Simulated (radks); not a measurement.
Values are calculated unless marked as measured or tabulated.
Isoelectronic series with 23 electrons, all held in the configuration [Ar] 3d5, which need not be the ground one along the series. Code: a radial shooting solver on a logarithmic mesh with Libxc functionals. Model: Dirac Kohn-Sham, PBE, spin-unpolarised, spherical densities, point nucleus; open shells are shared between the two j in proportion to 2j + 1. Total energies (hartree) and mean radii <r> (bohr) (* marks an orbital that is empty in some or all of the ions):

| ion | E (hartree) | 4s1/2* | 3d5/2 | 3d3/2 | 3p3/2 |
|---|---|---|---|---|---|
| Nb18+ | -3654.92751 | 0.8663 | 0.3827 | 0.3802 | 0.4162 |
| Tc20+ | -4072.96998 | 0.8034 | 0.3557 | 0.3531 | 0.3896 |
| Rh22+ | -4515.27619 | 0.7489 | 0.3324 | 0.3297 | 0.3661 |
| Ag24+ | -4982.12524 | 0.7013 | 0.3120 | 0.3093 | 0.3453 |
| In26+ | -5473.81796 | 0.6592 | 0.2940 | 0.2912 | 0.3267 |
| Sb28+ | -5990.67812 | 0.6218 | 0.2780 | 0.2751 | 0.3099 |
| I30+ | -6533.05373 | 0.5883 | 0.2637 | 0.2607 | 0.2948 |
| Cs32+ | -7101.3186 | 0.5580 | 0.2508 | 0.2477 | 0.2810 |
| La34+ | -7695.8743 | 0.5306 | 0.2391 | 0.2360 | 0.2685 |
| Pr36+ | -8317.1516 | 0.5055 | 0.2285 | 0.2252 | 0.2570 |
| Pm38+ | -8965.6136 | 0.4826 | 0.2187 | 0.2154 | 0.2463 |
| Eu40+ | -9641.7575 | 0.4615 | 0.2098 | 0.2064 | 0.2366 |
| Tb42+ | -10346.1179 | 0.4420 | 0.2016 | 0.1981 | 0.2275 |
| Ho44+ | -11079.2699 | 0.4239 | 0.1939 | 0.1904 | 0.2190 |
| Tm46+ | -11841.8326 | 0.4071 | 0.1869 | 0.1832 | 0.2112 |
| Lu48+ | -12634.4738 | 0.3914 | 0.1803 | 0.1766 | 0.2038 |
| Ta50+ | -13457.9139 | 0.3768 | 0.1742 | 0.1703 | 0.1970 |
